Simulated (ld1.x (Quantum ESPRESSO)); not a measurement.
## What one change does to a pseudopotential (Te (Z = 52), TM)

```
Element                 : Te
Generator               : ld1.x (Quantum ESPRESSO) 7.5
Type                    : norm-conserving Troullier–Martins (Kleinman–Bylander form)
Functional              : PBEsol
Relativity              : scalar-relativistic
Frozen core             : [Kr] 4d10
Valence charge          : 6
Reference configuration : 5s2 5p4
Partial waves           : 5s (bound): rc 1.90 bohr; 5p (bound): rc 2.15 bohr
Local potential         : all-electron potential smoothed inside 1.95 bohr (lloc = -2)
Core correction         : none
```

Change: wave 5p (bound): rc 2.15 bohr becomes 5p (bound): rc 2.98 bohr.

Cutoffs: the cutoffs (Ry, on a coarse ladder) from which the occupation-weighted sum of valence levels, in a spherical-Bessel basis at the reference potential, stays within 10 and 1 mRy of its value at 400 Ry; they do not see the model core or the augmentation charge, which bear on the density cutoff. Errors are all-electron minus pseudo energies relative to the spin-unpolarised reference configuration.

Question: What does the change do?

Answer: The potential gets softer (30 Ry and 40 Ry → 25 Ry and 40 Ry); of the 7 tests that both files solve, the error grows in 5 and shrinks in 0 by more than 15 % and 0.3 meV (median size 8.0 → 26.4 meV); neither file shows a bound ghost. A larger radius leaves more room for a smooth pseudo-wave, so fewer plane waves are needed. More of the atom is replaced by a form fitted at one configuration, so other configurations suffer.

```csv
quantity,base,changed
"cutoff, loose",30 Ry,25 Ry
"cutoff, tight",40 Ry,40 Ry
loose cutoff by channel (10 mRy a level),"s 15 Ry, p 10 Ry","s 15 Ry, p 6 Ry"
bound ghosts,none,none
"error for 5s2 5p3, meV [ΔE 9.75 eV]",-3.4,-4.2
"error for 5s2 5p2, meV [ΔE 27.72 eV]",-14,-26
"error for 5s2 5p1, meV [ΔE 54.68 eV]",-37,-97
"error for 5s2 5p3.5, meV [ΔE 3.91 eV]",-1.1,-1.2
"error for 5s1 5p4, meV [ΔE 19.63 eV]",+8.0,+27
"error for 5s2 5p0, meV [ΔE 91.20 eV]",-59,-255
"error for 5s2 5p4.3, meV [ΔE -1.47 eV]",+0.3,+0.4
```
